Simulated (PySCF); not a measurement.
CH4Cl2OSn, SMILES C[O][SnH]([Cl])[Cl]. Coordinates come from a B3LYP-D3(BJ)/def2-SVP optimisation. The def2 effective core potentials stand for the cores of Sn; spin–orbit coupling is left out. The values are those of a single conformer.

Computed equilibrium geometry at B3LYP-D3(BJ)/def2-SVP (PySCF confirms it by a frequency run) as Cartesian coordinates in Å, and its point group (one conformer of several):
point group Cs.
```xyz
9

Sn     0.5147     0.1269     0.0000
Cl    -0.6590     0.9085    -1.8877
Cl    -0.6590     0.9085     1.8877
O      0.4014    -1.8427     0.0000
C     -0.8534    -2.4988     0.0000
H      2.1516     0.5934     0.0000
H     -0.6645    -3.5847     0.0000
H     -1.4534    -2.2544    -0.8961
H     -1.4534    -2.2544     0.8961
```
Charge 0, spin multiplicity 1.
